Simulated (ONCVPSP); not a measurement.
## How hard is this Au (Z = 79) ONCV potential?

```
Element                 : gold (Au)
Generator               : ONCVPSP 4.0.1
Type                    : optimised norm-conserving Vanderbilt (ONCV)
Functional              : revPBE
Relativity              : scalar-relativistic
Frozen core             : [Xe] 4f14
Valence charge          : 11
Reference configuration : 5d10 6p1
Partial waves           : s scattering state at 0.42 Ha: rc 2.95 bohr, ncon 3, nbas 6, qcut 2.2 1/bohr, 1 projector; 6p: rc 3.15 bohr, ncon 3, nbas 7, qcut 2.7 1/bohr, 1 projector; 5d: rc 1.60 bohr, ncon 4, nbas 8, qcut 6 1/bohr, 1 projector
Local potential         : polynomial inside 1.50 bohr (lpopt 5, dvloc0 6 Ha)
Core correction         : Teter function, fcfact 4.5, rcfact 1.6
```

In the s channel the program set the typed energies aside and used 0.050 Ha.

Q: For each optimised wave give the share of its norm inside rc, the residual kinetic energy above qcut (Ha) and the cutoffs (Ha) for errors of 10, 1, 0.1 and 0.01 mHa per electron.

A:

```
         wave  norm inside rc  residual KE  10 mHa  1 mHa  0.1 mHa  0.01 mHa
s projector 1           0.098      7.3e-04     0.6    2.3      9.3      16.1
           6p           0.251      5.6e-05     0.6    1.2      3.5      13.7
           5d           0.591      1.8e-03    15.0   20.0     75.1      92.5
```

The occupied waves need 20 Ha and 75 Ha for 1 and 0.1 mHa. Note: no bound ghost flagged but for a GHOST(-) flag that falls on a real empty level of the atom; GHOST(+) flagged for s at 4.8 eV. 2 of 4 tests not solved or not reliable.
